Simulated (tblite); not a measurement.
Compound: C5H10GeO2.
Numbering: `[CH2:1]=[CH:2][CH2:3][C@@H:4]1[CH2:5][O:6][GeH2:7][O:8]1` (hydrogens: H9, H10 on C1; H11 on C2; H12, H13 on C3; H14 on C4; H15, H16 on C5; H17, H18 on Ge7)

Computed with GFN2-xTB (tblite), gas phase: L-BFGS steps from a force-field or distance-geometry start until the largest atomic force falls under 0.01 eV/Å.

The end geometry, which sets the zero of energy:
```
atom  x, y, z in Å
C1      2.6260    0.8320   -0.4010
C2      1.5903    0.2506    0.1738
C3      0.9884   -1.0440   -0.2698
C4     -0.5317   -0.9529   -0.4443
C5     -0.9291    0.1447   -1.4570
O6     -2.1352    0.7593   -1.0570
Ge7    -2.4037    0.5488    0.6791
O8     -1.1428   -0.6774    0.8040
H9      3.0335    1.7602   -0.0383
H10     3.1194    0.3961   -1.2549
H11     1.1128    0.7008    1.0354
H12     1.1824   -1.8046    0.4917
H13     1.4310   -1.3710   -1.2124
H14    -0.9067   -1.9237   -0.7940
H15    -0.1338    0.8956   -1.5079
H16    -1.0828   -0.2824   -2.4504
H17    -3.7927    0.0259    0.9119
H18    -2.0341    1.7486    1.5147
```

Question: These geometries come from the run, each turned onto the end geometry. Order them by energy, lowest first.
A.
```
atom  x, y, z in Å
C1      2.6446    0.7915   -0.4987
C2      1.6519    0.2204    0.1582
C3      0.9917   -1.0637   -0.2342
C4     -0.5229   -0.9051   -0.4006
C5     -0.8832    0.2149   -1.3935
O6     -2.1615    0.7248   -1.0760
Ge7    -2.4838    0.5059    0.6525
O8     -1.1203   -0.5974    0.8496
H9      3.0837    1.7207   -0.1752
H10     3.0674    0.3545   -1.3901
H11     1.2451    0.6795    1.0511
H12     1.1551   -1.8082    0.5502
H13     1.4047   -1.4421   -1.1713
H14    -0.9444   -1.8539   -0.7581
H15    -0.1375    1.0128   -1.3182
H16    -0.9098   -0.1568   -2.4195
H17    -3.8376   -0.1262    0.8103
H18    -2.2519    1.7351    1.4872
```
B.
```
atom  x, y, z in Å
C1      2.6337    0.8098   -0.4514
C2      1.6186    0.2349    0.1657
C3      0.9911   -1.0560   -0.2523
C4     -0.5263   -0.9263   -0.4219
C5     -0.9039    0.1802   -1.4282
O6     -2.1500    0.7416   -1.0709
Ge7    -2.4436    0.5333    0.6659
O8     -1.1231   -0.6236    0.8282
H9      3.0620    1.7350   -0.1042
H10     3.0866    0.3705   -1.3265
H11     1.1748    0.6907    1.0419
H12     1.1703   -1.8037    0.5257
H13     1.4230   -1.4076   -1.1913
H14    -0.9349   -1.8837   -0.7716
H15    -0.1332    0.9581   -1.4215
H16    -0.9925   -0.2224   -2.4394
H17    -3.8105   -0.0635    0.8550
H18    -2.1508    1.7393    1.5205
```
C.
```
atom  x, y, z in Å
C1      2.6406    0.7146   -0.6012
C2      1.7262    0.2082    0.1739
C3      0.9710   -1.0385   -0.1946
C4     -0.5096   -0.7882   -0.3004
C5     -0.8157    0.3142   -1.3178
O6     -2.0634    0.9019   -1.0545
Ge7    -2.5098    0.4399    0.6057
O8     -1.0112   -0.4589    0.9716
H9      3.1631    1.6087   -0.2837
H10     2.8761    0.2561   -1.5722
H11     1.4838    0.6669    1.1496
H12     1.0841   -1.7932    0.5905
H13     1.2940   -1.4269   -1.1730
H14    -0.9782   -1.7104   -0.6494
H15    -0.0552    1.0892   -1.3611
H16    -0.8815   -0.1763   -2.2736
H17    -3.7463   -0.4429    0.4936
H18    -2.6768    1.6420    1.5202
```
D.
```
atom  x, y, z in Å
C1      2.6641    0.7378   -0.5960
C2      1.7460    0.1840    0.1745
C3      0.9901   -1.0546   -0.1863
C4     -0.5134   -0.8090   -0.3325
C5     -0.8391    0.2904   -1.3586
O6     -2.0990    0.8553   -1.0534
Ge7    -2.5693    0.4770    0.6123
O8     -1.0818   -0.4239    0.9091
H9      3.1871    1.6361   -0.3127
H10     2.9332    0.3044   -1.5473
H11     1.4880    0.6201    1.1303
H12     1.1325   -1.7967    0.6025
H13     1.3650   -1.4660   -1.1267
H14    -0.9864   -1.7477   -0.6478
H15    -0.0668    1.0635   -1.3145
H16    -0.8921   -0.1173   -2.3686
H17    -3.8003   -0.3893    0.5897
H18    -2.6667    1.6425    1.5494
```
E.
```
atom  x, y, z in Å
C1      2.6713    0.7542   -0.5716
C2      1.7297    0.2025    0.1707
C3      0.9932   -1.0488   -0.1892
C4     -0.5164   -0.8442   -0.3680
C5     -0.8695    0.2722   -1.3687
O6     -2.1754    0.7377   -1.0895
Ge7    -2.5615    0.4692    0.6201
O8     -1.1177   -0.5209    0.8767
H9      3.1926    1.6447   -0.2636
H10     2.9701    0.3284   -1.5163
H11     1.4442    0.6446    1.1157
H12     1.1254   -1.7752    0.6178
H13     1.3938   -1.4737   -1.1120
H14    -0.9538   -1.7855   -0.7314
H15    -0.1549    1.0965   -1.2674
H16    -0.8551   -0.1044   -2.3950
H17    -3.8630   -0.2775    0.7013
H18    -2.4619    1.6867    1.4941
```

Answer: B (0.002 eV), A (0.006 eV), E (0.019 eV), D (0.040 eV), C (0.250 eV).

In the order of the answer:

```tsv
step	E above end (eV)	largest force (eV/Å)	rms force component (eV/Å)	rms distance from end (Å)	rms bond change (Å)	bond most changed (Å)
71	0.002	0.05	0.016	0.069	0.001	O6–Ge7 +0.004
61	0.006	0.04	0.014	0.133	0.002	C4–C5 -0.006
32	0.019	0.06	0.023	0.243	0.003	Ge7–O8 +0.006
16	0.040	0.10	0.034	0.299	0.003	Ge7–H18 -0.009
1	0.250	1.48	0.406	0.321	0.015	C3–C4 -0.028
```

What follows is the cost of the whole relaxation. On one thread, Arm Neoverse N1 (aarch64), no GPU, shared host with 64 logical CPUs at a one-minute load of 61, this took 1.0 s.
